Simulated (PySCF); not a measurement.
CH₃F₂MoNS, SMILES C[N]=[Mo]([F])([F])=[S], multiplicity 1.

Coordinates come from a PBE-D3(BJ)/def2-SVP optimisation. The spin state was assumed, not searched. The structure was generated by enumeration; whether it is a known compound was not checked. The def2 effective core potentials stand for the cores of Mo; spin–orbit coupling is left out.

All values below come from PBE-D3(BJ)/def2-SVP in PySCF.

Frequencies are harmonic and unscaled.

Computed normal modes with their intensities:
| mode | ν (cm⁻¹) | IR (km/mol) | Raman (Å⁴/amu) | depolarisation | moving atoms (share of kinetic energy) |
|---|---|---|---|---|---|
| 1 | 93 | 5.3 | 7.5 | 0.59 | S 36 %, C 35 %, H 19 % |
| 2 | 111 | 1.6 | 1.5 | 0.75 | F 39 %, C 24 %, H 24 %, Mo 8 % |
| 3 | 122 | 0.0 | 0.4 | 0.75 | H 92 % |
| 4 | 166 | 4.9 | 1.0 | 0.61 | F 87 %, Mo 8 % |
| 5 | 183 | 0.8 | 4.0 | 0.75 | F 56 %, S 35 % |
| 6 | 205 | 1.2 | 1.1 | 0.75 | F 61 %, Mo 19 %, S 13 % |
| 7 | 334 | 6.7 | 1.4 | 0.75 | N 69 %, F 15 %, H 9 % |
| 8 | 354 | 15.4 | 3.2 | 0.70 | N 65 %, H 10 %, S 8 % |
| 9 | 548 | 35.1 | 19.8 | 0.12 | S 72 %, Mo 22 % |
| 10 | 653 | 92.2 | 8.9 | 0.06 | F 51 %, C 20 %, N 12 %, Mo 10 % |
| 11 | 680 | 58.9 | 4.7 | 0.52 | F 34 %, C 26 %, Mo 24 %, N 8 % |
| 12 | 700 | 105.3 | 1.0 | 0.75 | F 74 %, Mo 26 % |
| 13 | 1036 | 4.5 | 1.6 | 0.68 | H 73 %, C 20 % |
| 14 | 1049 | 0.2 | 0.2 | 0.75 | H 73 %, C 20 % |
| 15 | 1315 | 83.5 | 159.1 | 0.31 | N 49 %, C 33 %, H 16 % |
| 16 | 1365 | 6.5 | 7.2 | 0.71 | H 73 %, N 24 % |
| 17 | 1378 | 8.6 | 21.3 | 0.75 | H 97 % |
| 18 | 1387 | 16.4 | 23.6 | 0.73 | H 93 % |
| 19 | 2918 | 22.8 | 337.0 | 0.10 | H 97 % |
| 20 | 3010 | 4.2 | 139.9 | 0.42 | H 91 %, C 9 % |
| 21 | 3031 | 3.2 | 149.2 | 0.75 | H 90 %, C 10 % |
